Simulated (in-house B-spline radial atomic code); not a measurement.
Values are calculated unless marked as measured or tabulated.
# C6 from the polarisability at imaginary frequency: neutral neon

B97-1 linear response of the closed shell [He] 2s2 2p6, from a B-spline radial code for spherical atoms; scalar-relativistic (spin-free one-electron X2C), finite nucleus, no spin-orbit coupling.

The dispersion coefficient of two like species is C6 = (3/π) ∫ α(iu)² du from 0 to ∞.

| u (hartree) | α(iu) (bohr³) |
| --- | --- |
| 0 | 2.852 |
| 0.03 | 2.848 |
| 0.07 | 2.834 |
| 0.12 | 2.8 |
| 0.2 | 2.717 |
| 0.3 | 2.574 |
| 0.45 | 2.325 |
| 0.7 | 1.917 |
| 1 | 1.52 |
| 1.5 | 1.068 |
| 2.5 | 0.6011 |
| 5 | 0.2245 |

(1) Fit one oscillator, α(iu) = α(0)/(1 + u²/ω²), through u = 0.45 and estimate C6.

(2) How does that compare with the full integral?

Results:

(1) From α(0)/α(iu) − 1 = 2.852/2.325 − 1 = 0.2267, ω = u/√0.2267 = 0.9452 hartree (25.7 eV). London's formula gives C6 = (3/4) α(0)² ω = 0.75 × 2.852² × 0.9452 = 5.766 hartree·bohr⁶, and the oscillator holds f = α(0) ω² = 2.55 electrons, of a sum of oscillator strengths of 10.0.

(2) The program's quadrature over all excitations gives C6 = 6.817, so the single oscillator is off by -15.4 %. At the last point the fit gives α = 0.0984 against 0.224: higher excitations, and deeper shells where there are any, keep the true curve higher at large u.
